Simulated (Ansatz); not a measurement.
## How methods differ on SiHCl2O2 (SMILES [O][Si](O)(Cl)Cl)

SiHCl2O2 has 6 atoms, charge 0, and is taken as a doublet. SMILES: `[O][Si](O)(Cl)Cl`. The shape was relaxed beforehand at r2SCAN/def2-SVP. This is one conformer, not always the lowest.

Quantity: the adiabatic electron affinity (to the singlet anion, shapes relaxed at r2SCAN/def2-SVP, no zero-point term), in eV. The values are calculated.

The electron affinity is E(neutral) − E(anion): positive where the electron is bound.

```json
{"level": "USVWN5/def2-SVP", "kind": "LDA", "program": "Ansatz", "value (eV)": "3.93", "less CCSD(T)/def2-SVP": "+0.45", "CPU time (all runs)": "5.9 s"}
{"level": "UBLYP/def2-SVP", "kind": "GGA", "program": "Ansatz", "value (eV)": "3.48", "less CCSD(T)/def2-SVP": "0.00", "CPU time (all runs)": "11 s"}
{"level": "UPBE/def2-SVP", "kind": "GGA", "program": "Ansatz", "value (eV)": "3.68", "less CCSD(T)/def2-SVP": "+0.20", "CPU time (all runs)": "11 s"}
{"level": "U-r2SCAN/def2-SVP", "kind": "meta-GGA", "program": "Ansatz", "value (eV)": "3.73", "less CCSD(T)/def2-SVP": "+0.25", "CPU time (all runs)": "31 s"}
{"level": "UB3LYP/def2-SVP", "kind": "global hybrid", "program": "Ansatz", "value (eV)": "3.71", "less CCSD(T)/def2-SVP": "+0.23", "CPU time (all runs)": "14 s"}
{"level": "UPBE0-D4/def2-SVP", "kind": "global hybrid", "program": "Ansatz", "value (eV)": "3.73", "less CCSD(T)/def2-SVP": "+0.25", "CPU time (all runs)": "16 s"}
{"level": "U-wB97M-V/def2-SVP", "kind": "range-separated hybrid", "program": "Ansatz", "value (eV)": "3.76", "less CCSD(T)/def2-SVP": "+0.28", "CPU time (all runs)": "68 s"}
{"level": "UCCSD(T)/def2-SVP", "kind": "coupled cluster or CI", "program": "Ansatz", "value (eV)": "3.48", "less CCSD(T)/def2-SVP": "0.00", "CPU time (all runs)": "48 s"}
```

Differences are taken from UCCSD(T)/def2-SVP for orientation; it has basis-set and higher-order errors of its own. The values span 3.48 to 3.93 eV. Times are those of the runs behind each value, whatever else they computed, on shared processors of several kinds: orders of magnitude only.
